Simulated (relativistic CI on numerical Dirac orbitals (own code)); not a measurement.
**Tc⁺: resonant inelastic scattering at the M2,3 edge**

Computed with this model: Dirac-Coulomb-Breit CI, KLI orbitals optimised for each configuration, model QED, valence Slater integrals scaled by 0.7, Kramers-Heisenberg scattering through one core-hole configuration in a parametric crystal field; configurations [Kr] 4d6 → [Ne] 3s2 3p5 3d10 4s2 4p6 4d7; 10 K; core-hole width 3 eV; summed over polarisations. Incident energies are the highest absorption maxima for each field (at most a few, so the weaker spin-orbit partner edge can be absent), on the computed scale of the free ion. Intensities are in per cent of the strongest line above 0.02 eV; levels within 1 cm⁻¹ are merged; final levels count from the ground level, the first row holds all elastic scattering, lines under 0.4 are left out and each table stops after 24 rows. The scale of the Slater integrals is a model choice and moves the terms in proportion. The configuration is assumed, with all valence electrons in the open shell; the free ion's ground configuration is another.

Field parameters in Wybourne normalisation: Oh B⁴₀ = 21Dq, B⁴₄ = √(5/14) B⁴₀. The field is a parameter set, without covalency.

S is read from ⟨S²⟩ = S(S + 1).

Oh, 10Dq = 3450 cm⁻¹:

| Final level (eV) | Degeneracy | Irrep | S | 429.6 eV | 449.6 eV |
| --- | --- | --- | --- | --- | --- |
| 0.000 | 3 | T2 | 1.99 | 2808.7 | 188.3 |
| 0.030 | 2 | E | 1.99 | 70.3 | 16.1 |
| 0.037 | 3 | T1 | 1.99 | 100.0 | 21.8 |
| 0.071 | 1 | A1 | 1.98 | 29.4 | 10.0 |
| 0.094 | 3 | T1 | 1.99 | 96.1 | 43.9 |
| 0.104 | 3 | T2 | 1.99 | 93.0 | 39.9 |
| 0.496 | 1 | A2 | 1.99 | 16.5 | 11.7 |
| 0.498 | 3 | T2 | 1.99 | 61.9 | 31.7 |
| 0.500 | 2 | E | 1.99 | 24.4 | 9.7 |
| 0.504 | 3 | T1 | 1.99 | 27.0 | 19.8 |
| 0.508 | 1 | A1 | 1.98 | 1.1 | 5.3 |
| 0.973 | 1 | A1 | 0.84 | 6.1 | 7.1 |
| 0.987 | 2 | E | 1.00 | 5.4 | 2.5 |
| 1.001 | 3 | T2 | 1.01 | 10.0 | 7.0 |
| 1.070 | 3 | T1 | 1.01 | 23.2 | 19.4 |
| 1.177 | 3 | T1 | 0.96 | 18.4 | 13.5 |
| 1.217 | 2 | E | 1.01 | 28.4 | 19.4 |
| 1.224 | 3 | T2 | 1.00 | 10.7 | 6.4 |
| 1.351 | 2 | E | 0.99 | 8.2 | 6.7 |
| 1.356 | 3 | T1 | 0.96 | 13.3 | 12.9 |
| 1.377 | 3 | T2 | 1.00 | 17.8 | 12.9 |
| 1.378 | 1 | A1 | 0.59 | 0.5 | 0.5 |
| 1.417 | 1 | A1 | 0.85 | 8.4 | 8.8 |
| 1.466 | 3 | T1 | 0.96 | 37.8 | 28.5 |

Oh, 10Dq = 7750 cm⁻¹:

```csv
Final level (eV),Degeneracy,Irrep,S,429.5 eV,449.7 eV
0.000,3,T2,1.99,2256.7,160.3
0.026,2,E,1.97,55.6,11.9
0.035,3,T1,1.98,84.1,18.3
0.054,1,A1,1.82,34.0,4.6
0.087,3,T1,1.97,100.0,34.0
0.094,3,T2,1.96,90.3,30.6
0.213,1,A1,0.62,0.1,4.8
0.513,2,E,1.03,3.0,3.1
0.529,3,T2,1.06,7.0,9.6
0.604,3,T1,1.06,15.8,20.3
0.708,1,A1,0.93,3.3,5.5
0.814,3,T1,0.96,37.8,17.9
0.849,2,E,1.03,31.6,13.6
0.895,3,T2,1.03,22.2,7.2
0.914,1,A2,1.03,1.2,0.1
1.013,1,A1,1.95,1.8,5.4
1.014,3,T1,1.92,25.9,21.9
1.018,2,E,1.95,19.7,11.6
1.022,3,T2,1.96,49.5,26.0
1.026,1,A2,1.97,11.4,8.5
1.101,3,T1,0.43,5.1,3.6
1.364,2,E,1.02,4.5,9.0
1.381,3,T2,1.01,9.2,7.3
1.409,3,T1,1.00,18.0,17.6
```

For the first field the strongest loss at the lowest incident energy is the level at 0.04 eV (S = 1.99, against 1.99 in the thermal ground state). Levels of other spin, the first over 8 % at 1.00 eV, appear because spin-orbit coupling of the core hole, and in heavier ions of the valence shell too, mixes spins.
